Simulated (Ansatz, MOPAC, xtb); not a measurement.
Diatomic TeS, multiplicity 3 (lowest of 2S+1 = 1, 3, 5 at CCSD(T)/def2-TZVPP on PBE0 minima; our sources give no spin for the ground state, which may be another). No spin–orbit coupling.

The constants come from a fifth-degree fit in 1/R (seven points, main isotopes). Runs in def2 and cc sets follow the lowest solution found near the PBE0 minimum.

Codes used: Ansatz (a quantum-chemistry and plane-wave program); MOPAC for PM6, PM7 (differences of heats of formation); xtb for the GFN methods. Values without a source in brackets are computed. In def2 rows elements past Kr take small-core potentials, without spin–orbit coupling. The GFN methods have no spin term and hold the electronic entropy of 300 K.

| level | r_e (Å) | ω_e (cm⁻¹) | B_e (cm⁻¹) | α_e (cm⁻¹) | dipole (D) |
|---|---|---|---|---|---|
| PM6 | 2.273 | 466 | 0.127 | 0.00027 | - |
| PM7 | 2.322 | 634 | 0.122 | 0.00043 | - |
| GFN1-xTB | 2.259 | 522 | 0.129 | 0.00051 | - |
| GFN2-xTB | 2.261 | 481 | 0.129 | 0.00057 | - |
| SVWN5/def2-TZVPP | 2.229 | 476 | 0.132 | 0.00050 | 1.44 |
| PBE/def2-TZVPP | 2.251 | 461 | 0.130 | 0.00050 | 1.54 |
| r2SCAN/def2-TZVPP | 2.231 | 482 | 0.132 | 0.00050 | 1.58 |
| B97M-V/def2-TZVPP | 2.225 | 487 | 0.133 | 0.00050 | 1.87 |
| B3LYP/def2-TZVPP | 2.245 | 470 | 0.130 | 0.00049 | 1.58 |
| PBE0/def2-TZVPP | 2.219 | 497 | 0.133 | 0.00048 | 1.63 |
| BHLYP/def2-TZVPP | 2.212 | 508 | 0.134 | 0.00046 | 1.68 |
| CAM-B3LYP/def2-TZVPP | 2.215 | 503 | 0.134 | 0.00046 | 1.66 |
| wB97X-V/def2-TZVPP | 2.200 | 524 | 0.136 | 0.00044 | 1.72 |
| wB97M-V/def2-TZVPP | 2.208 | 514 | 0.135 | 0.00044 | 1.77 |
| B2PLYP/def2-TZVPP | 2.241 | 467 | 0.131 | 0.00053 | - |
| CCSD/def2-TZVPP | 2.221 | 497 | 0.133 | 0.00048 | - |
| CCSD/def2-QZVPP | 2.212 | 503 | 0.134 | 0.00048 | - |
| CCSD(T)/def2-TZVPP | 2.236 | 476 | 0.131 | 0.00052 | - |
| CCSD(T)/def2-QZVPP | 2.227 | 482 | 0.133 | 0.00051 | - |
| CCSD(T)/CBS(def2-TZVPP, def2-QZVPP) | 2.221 | 486 | 0.133 | 0.00051 | - |

Correlated levels freeze the inner cores; with def2 sets outer-core shells near the valence are correlated too. CBS(a, b) extrapolates the correlation energy as X⁻³ and adds the Hartree–Fock energy of set b. The state that PM6, PM7 reach isn't checked; PM7 holds dispersion and hydrogen-bond terms.
